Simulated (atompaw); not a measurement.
## Cutoff test, molybdenum (Mo), PAW (atompaw)

| Property | Result |
| --- | --- |
| Element | Mo (Z = 42) |
| Generator | atompaw 4.2.0.5 |
| Type | PAW |
| Functional | PBE |
| Relativity | scalar-relativistic |
| Frozen core | [Ar] 3d10 4s2 |
| Valence charge | 12 |
| Reference configuration | 4p6 4d4 5s2 5p0 |
| Partial waves | 5s (bound): rc 2.85 bohr; 5s channel at 1.7 Ry: rc 2.85 bohr; 4p (bound): rc 1.85 bohr; 5p (bound, empty): rc 2.85 bohr; 4d (bound): rc 2.85 bohr; 4d channel at 0.65 Ry: rc 2.85 bohr |
| Local potential | troulliermartins scheme with l = 3 at 0 Ry, radius 2.85 bohr |
| Core correction | smooth core density matched at 2.70 bohr |
| Augmentation charge | sinc compensation charge, radius 2.75 bohr; PAW radius 2.85 bohr; waves and projectors: modrrkj vanderbiltortho |

The pseudo-atom Hamiltonian at the reference potential is diagonalised in spherical Bessel functions j_l(qr) that vanish at 20 bohr, with q² up to the cutoff. All-electron valence levels (Ry): 5s -0.3586, 4p -3.0202, 5p -0.1054, 4d -0.4154.

Q: How do the lowest levels (Ry) of each channel move with the cutoff, and are there ghosts?

A:

```tsv
cutoff (Ry)	s #1	s #2	s #3	p #1	p #2	d #1	f #1	f #2	Σ f·Δε (mRy)
8	-13.2711	-0.3583	0.0029	-0.8464	-0.0341	-0.4058	0.1064	0.2234	13081.7
12	-21.1664	-0.3585	0.0028	-2.8251	-0.1045	-0.4149	0.1064	0.2234	1173.1
18	-21.5480	-0.3586	0.0028	-3.0161	-0.1053	-0.4153	0.1064	0.2234	25.1
30	-22.4131	-0.3586	0.0028	-3.0196	-0.1054	-0.4154	0.1064	0.2234	4.2
40	-22.4264	-0.3586	0.0028	-3.0201	-0.1054	-0.4154	0.1064	0.2234	0.7
50	-22.4284	-0.3586	0.0028	-3.0202	-0.1054	-0.4154	0.1064	0.2234	0.5
400	-22.4312	-0.3586	0.0028	-3.0202	-0.1054	-0.4154	0.1064	0.2234	0.0
```

Result: ghost state, extra bound levels that the all-electron valence spectrum of the same l lacks: s at -305.2 eV (a true bound ghost makes a file unfit for plane-wave use); 10 mRy is reached at 21 Ry and 1 mRy at 40 Ry.
